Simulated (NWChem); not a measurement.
Correlation energy of 1,2,4-triazole (C₂H₃N₃)

```xyz
8

C     -1.1194    -0.0220     0.0000
N     -0.4122     1.1421     0.0000
C      0.8382     0.7262     0.0000
N      0.8674    -0.6272     0.0000
N     -0.3845    -1.1231     0.0000
H     -2.2086    -0.0608     0.0000
H      1.7350     1.3460     0.0000
H      1.6654    -1.2532     0.0000
```
Charge 0, spin multiplicity 1.

All runs are NWChem calculations. All single points use one geometry, from B3LYP/def2-SVP, a minimum by its harmonic frequencies.

Basis set: STO-3G. Each correlation energy counts from its own Hartree-Fock reference.

```csv
method,correlation energy (mHa),difference from CCSD(T)
MP2,-289.7,+51.9
SCS-MP2,-292.5,+49.1
CR-CCSD[T],-339.8,+1.8
CR-CCSD(T),-339.4,+2.2
CCSD,-332.6,+9.0
CCSD+T(CCSD),-342.1,-0.5
CCSD(T),-341.6,0.0
CCSDT,-342.6,-1.0
```

The values span 52.9 mHa, from CCSDT (lowest) to MP2 (highest). 

The correlated methods keep 5 core orbitals frozen. Coupled-cluster values serve here as a point of comparison, not as the truth.
